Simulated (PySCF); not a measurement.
C3H5BO2, SMILES B1(OC=CC1)O. The structure is a stationary point at PBE-D3(BJ)/def2-SVP. Other conformers were not sampled.

Computed with PySCF with PBE-D3(BJ)/def2-SVP.

Harmonic wavenumbers (cm⁻¹): 173, 356, 359, 483, 527, 559, 704, 759, 811, 822, 886, 931, 944, 1045, 1062, 1135, 1157, 1220, 1327, 1340, 1455, 1628, 2962, 2998, 3147, 3170, 3779. Rotational constants (GHz): 7.731, 3.426, 2.410; symmetry number 1.

Task: Work out the zero-point energy and the ideal-gas rigid-rotor harmonic-oscillator thermochemistry at 298.15 K and 1 atm.

Result: ZPE = ½ Σ hcν = ½ × 35738 cm⁻¹ = 213.76 kJ/mol. H − E(el) = 230.46 kJ/mol. Entropy in J/(mol K): translation 163.99, rotation 108.88, vibration 34.19, total 307.06. G − E(el) = 138.90 kJ/mol. Cp = 94.04 J/(mol K).
